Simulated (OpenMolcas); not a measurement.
# Ni²⁺: effect of the level shift or regulariser

```json
{
  "Program": "OpenMolcas",
  "Basis": "ANO-RCC-VTZP [6s5p3d2f1g]",
  "Scalar Hamiltonian": "DKH2, point nucleus",
  "Active space": "8 electrons in 5 orbitals (3d)",
  "State averaging": "2S+1 = 3 even, 10 roots; 2S+1 = 1 even, 15 roots",
  "Spin-orbit coupling": "state interaction with AMFI integrals over the reference wave functions, term energies averaged over their components"
}
```

Methods on the same reference wave functions:
A. CASSCF
B. SS-CASPT2, IPEA 0.25 Eh, imaginary shift 0.1 Eh (closed shells correlated: 3s 3p)
C. SS-CASPT2, IPEA 0.25 Eh, real shift 0.2 Eh (closed shells correlated: 3s 3p)
D. SS-CASPT2, IPEA 0.25 Eh, sigma2 regulariser 0.3 Eh (closed shells correlated: 3s 3p)

Energies in cm-1 above 3d8 3F4, the measured ground level; measured values from Corliss and Sugar, J. Phys. Chem. Ref. Data 10, 197 (1981).

```csv
Level,A,B,C,D,Measured
3d8 3F4,0.0,0.0,0.0,0.0,0.0
3d8 3F3,1344,1346,1346,1346,1361
3d8 3F2,2270,2250,2250,2250,2270
3d8 1D2,17184,13540,13550,13540,14032
3d8 3P2,20793,17170,17180,17170,16662
3d8 3P1,21181,17560,17570,17560,16978
3d8 3P0,21451,17820,17830,17820,17231
3d8 1G4,26632,23560,23570,23560,23109
3d8 1S0,64189,53260,53280,53260,52532
```

Deviations, from unrounded energies. A percentage is the sum of absolute deviations over the sum of measured energies, with the sign that they share, or ± where signs differ.

| Against measurement | Levels | A | B | C | D |
| --- | --- | --- | --- | --- | --- |
| mean absolute deviation (cm-1) | 8 | 3900 | 420 | 430 | 420 |
| fine structure of the ground term (%) | 2 | ±0.5 | -0.9 | -0.9 | -0.9 |
| other terms of the ground configuration (%) | 6 | +22.0 | ±2.4 | ±2.4 | ±2.4 |

B, C, D lie about equally close to measurement and A furthest from it. The largest miss of D in the table is 3d8 1S0, by +730 cm-1. The ranking rests on the paired levels alone, and a cruder setting can come out closer through cancelling errors.

Among B to D the level of the table that moves most is 3d8 1S0, by 17 cm-1 (lowest in D, highest in C). Moves below CASPT2's spread within the term are not significant.

The two smallest mean deviations differ by little beside CASPT2's spread within terms, so their order carries little weight.

From A to B the spin-free energies of the other terms of 3d8 shown, above 3F, scale by factors of 0.78 to 0.88, as is usual when dynamic correlation screens the repulsion within a d or f shell.

The lowest spin-free term lies below A's lowest term by 0.630 hartree in B, 0.629 hartree in C, 0.630 hartree in D.

CASPT2 breaks the degeneracy within a term, and the mean is taken; among the terms shown or strongly mixed into the levels shown the widest spread is 900 cm-1 (3d8 1G, B). Some levels mix across a computed gap that differs much from the measured one, so their mixing is not that of the real levels. Without dynamic correlation excited terms often stand tens of per cent too high (terms of higher spin than the ground term too low), and those without a measured partner can miss by more than the paired ones (holds for A). Computed and measured levels are paired by configuration, term and J; levels that our copy of the source lacks, or whose pairing is in doubt (as where it misses far off the trend of its configuration), stay unpaired and out of the deviations. Levels of configurations outside the active space are missing.
